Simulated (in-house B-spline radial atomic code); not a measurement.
Radial electron density of Br, [Ar] 3d10 4s2 (4p1/2)2 (4p3/2)3. Computed with a B-spline radial code for spherical atoms: Dirac-Hartree-Fock, average of the jj configuration, Fermi nucleus of rms radius 4.1629 fm.

Columns: r (bohr), 4πr²n(r) (electrons per bohr), bar.

```
 0.00191    1.448 #
 0.00234    2.081 ##
 0.00286    2.958 ###
  0.0035    4.179 ####
 0.00429    5.862 #####
 0.00524    8.076 #######
 0.00641    10.99 #########
 0.00785    14.71 #############
  0.0096    19.21 ################
  0.0117    24.34 #####################
  0.0144    30.16 ##########################
  0.0176    35.67 ##############################
  0.0215    40.26 ##################################
  0.0263     43.1 #####################################
  0.0322    43.48 #####################################
  0.0393    41.49 ###################################
  0.0481     38.2 #################################
  0.0589    35.84 ###############################
   0.072    36.69 ###############################
  0.0881    41.48 ###################################
   0.108    48.05 #########################################
   0.132    51.61 ############################################
   0.161    48.55 #########################################
   0.197    39.54 ##################################
   0.241    30.59 ##########################
   0.295    27.98 ########################
   0.361    31.75 ###########################
   0.441    35.22 ##############################
    0.54    32.28 ############################
   0.661    23.26 ####################
   0.808    13.57 ############
   0.988    7.439 ######
    1.21    5.192 ####
    1.48    4.691 ####
    1.81    4.063 ###
    2.21    2.909 ##
    2.71    1.639 #
    3.31   0.7335 #
    4.05     0.25 
    4.95  0.06308 
    6.06  0.01083 
    7.41 0.001188
```

On this grid the curve has 3 maxima, near 0.0322, 0.132, 0.441 bohr.

The 4p1/2 radial function P(r) = rR(r), positive near the nucleus, with its small component Q(r) (sign convention: Q ≈ (P' + κP/r)/2c):

| r (bohr) | P | Q |
| --- | --- | --- |
| 0.00191 | 0.0008656 | 0.002798 |
| 0.00286 | 0.001618 | 0.004042 |
| 0.00429 | 0.003118 | 0.005782 |
| 0.00641 | 0.006076 | 0.008106 |
| 0.0096 | 0.01195 | 0.0111 |
| 0.0144 | 0.02334 | 0.01463 |
| 0.0215 | 0.04396 | 0.01813 |
| 0.0322 | 0.07882 | 0.02049 |
| 0.0481 | 0.1287 | 0.01985 |
| 0.072 | 0.181 | 0.01434 |
| 0.108 | 0.1931 | 0.003967 |
| 0.161 | 0.1008 | -0.006781 |
| 0.241 | -0.1155 | -0.01099 |
| 0.361 | -0.3116 | -0.005529 |
| 0.54 | -0.2314 | 0.002922 |
| 0.808 | 0.1781 | 0.006379 |
| 1.21 | 0.6258 | 0.004327 |
| 1.81 | 0.7456 | 0.001054 |
| 2.71 | 0.512 | -0.0003829 |
| 4.05 | 0.2091 | -0.0003693 |
| 6.06 | 0.04389 | -0.0001033 |
